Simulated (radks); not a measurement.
Question: Er3+, configuration [Xe] 4f9 6s2 (not the ground configuration). Calculated with a radial shooting solver on a logarithmic mesh with Libxc functionals: Dirac Kohn-Sham, PBE, spin-unpolarised, spherical densities, point nucleus; open shells fill j = l - 1/2 first. Some entries of the table are withheld. Estimate them.

orbital,occ.,eigenvalue (eV),r(max) (bohr)
1s1/2,2,-57364.75,(1)
2s1/2,2,-9679.959,0.07341
2p1/2,2,-9221.377,0.05513
2p3/2,4,-8304.661,0.06135
3s1/2,2,-2216.475,0.2074
3p1/2,2,-2015.501,0.1950
3p3/2,4,-1823.035,0.2080
3d3/2,4,-1479.658,0.1643
3d5/2,6,-1437.629,0.1679
4s1/2,2,-484.3434,0.4736
4p1/2,2,-403.9061,0.4757
4p3/2,4,-360.0546,0.5030
4d3/2,4,-227.5433,0.5048
4d5/2,6,-219.4781,0.5135
5s1/2,2,-96.9063,1.079
5p1/2,2,-73.0798,(2)
5p3/2,4,-66.2161,(3)
4f5/2,6,-58.4722,0.4938
4f7/2,3,-57.1756,0.4984
6s1/2,2,-28.4216,2.543

Answer: 
(1) 1s1/2 r(max) (bohr): 0.01285
(2) 5p1/2 r(max) (bohr): 1.158
(3) 5p3/2 r(max) (bohr): 1.230
